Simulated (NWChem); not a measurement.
# arsine (AsH₃); SMILES [AsH3]

Computed with NWChem. Pople sets run with spherical d functions. STO-3G and 3-21G are far too small for this property and stand as cheap habits. Coordinates come from a PBE0-D3(BJ)/def2-TZVP optimisation. Vertical excitations in the gas phase; the lowest state need not have the same character in each row.

| level | basis functions | lowest excitation, singlet (eV) | orbital gap (eV) |
|---|---|---|---|
| Hartree-Fock/3-21G, CIS | 28 | 8.19 | 14.54 |
| Hartree-Fock/6-31G*, CIS | 38 | 7.99 | 14.39 |
| Hartree-Fock/def2-SVP, CIS | 47 | 7.98 | 14.51 |
| Hartree-Fock/def2-SVPD, CIS | 62 | 7.49 | 12.96 |
| Hartree-Fock/def2-TZVP, CIS | 66 | 7.74 | 14.18 |
| Hartree-Fock/aug-cc-pVDZ, CIS | 63 | ? | ? |
| Hartree-Fock/def2-TZVPD, CIS | 81 | 7.32 | 12.45 |

Q: Fill in the missing entries.

A: 
- Hartree-Fock/aug-cc-pVDZ, CIS, lowest excitation, singlet (eV): 7.00
- Hartree-Fock/aug-cc-pVDZ, CIS, orbital gap (eV): 11.31
